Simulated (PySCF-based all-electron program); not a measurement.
Forces on PH₆Rh, singlet in several shapes

All-electron Kohn–Sham DFT on the free molecule, computed near the basis limit with an in-house program on PySCF integrals; Koelling–Harmon scalar relativity, no spin–orbit coupling, spin-restricted. Forces are good to about 0.009 eV/Å. In part, the step from PBE was taken on X2C orbitals. Atoms are numbered as listed.

Shape A:

```xyz
8

Rh    0.0000    0.0000    0.0000
P     0.0000    0.0000    2.0844
H     1.3290    0.7260   -0.1110
H    -0.5440    1.4150   -0.0920
H     0.0910    0.2550   -1.5690
H     0.6720    1.0750    2.7334
H    -1.2040    0.1140    2.8474
H     0.5640   -1.0250    2.9094
```

PBE forces:

```tsv
atom	Fx	Fy	Fz (eV/Å)
Rh1	-0.137	-0.354	-3.045
P2	0.063	0.173	3.222
H3	0.020	0.017	0.037
H4	0.021	0.032	0.027
H5	0.052	0.176	-0.568
H6	-0.009	0.000	0.117
H7	-0.031	-0.015	0.106
H8	0.021	-0.029	0.103
```

Q: What forces does r2SCAN give in shape A?

A: The forces move by 0.246 eV/Å (r.m.s. over the atoms) from PBE.

| atom | Fx | Fy | Fz (eV/Å) |
| --- | --- | --- | --- |
| Rh1 | -0.002 | 0.010 | -3.117 |
| P2 | 0.080 | 0.235 | 3.447 |
| H3 | -0.160 | -0.114 | 0.097 |
| H4 | 0.077 | -0.180 | 0.086 |
| H5 | 0.034 | 0.130 | -0.437 |
| H6 | -0.112 | -0.162 | -0.006 |
| H7 | 0.143 | -0.036 | -0.029 |
| H8 | -0.061 | 0.118 | -0.041 |

Shape B:

```xyz
8

Rh    0.0000    0.0000    0.0000
P     0.0000    0.0000    1.8528
H     1.3290    0.7260   -0.1110
H    -0.5440    1.4150   -0.0920
H     0.0910    0.2550   -1.5690
H     0.6720    1.0750    2.5018
H    -1.2040    0.1140    2.6158
H     0.5640   -1.0250    2.6778
```

Against shape A, Rh1–P2 goes from 2.084 to 1.853 Å.

PBE forces:

| atom | Fx | Fy | Fz (eV/Å) |
| --- | --- | --- | --- |
| Rh1 | -0.347 | -0.864 | -11.802 |
| P2 | 0.194 | 0.468 | 12.026 |
| H3 | 0.067 | 0.023 | 0.092 |
| H4 | 0.009 | 0.073 | 0.087 |
| H5 | 0.131 | 0.390 | -1.356 |
| H6 | -0.004 | 0.030 | 0.381 |
| H7 | -0.109 | -0.022 | 0.295 |
| H8 | 0.059 | -0.097 | 0.277 |

Q: What forces does r2SCAN give in shape B?

A: The forces move by 0.233 eV/Å (r.m.s. over the atoms) from PBE.

| atom | Fx | Fy | Fz (eV/Å) |
| --- | --- | --- | --- |
| Rh1 | -0.226 | -0.538 | -11.855 |
| P2 | 0.223 | 0.566 | 12.230 |
| H3 | -0.117 | -0.110 | 0.158 |
| H4 | 0.068 | -0.142 | 0.154 |
| H5 | 0.118 | 0.358 | -1.269 |
| H6 | -0.109 | -0.134 | 0.274 |
| H7 | 0.062 | -0.045 | 0.168 |
| H8 | -0.019 | 0.045 | 0.140 |
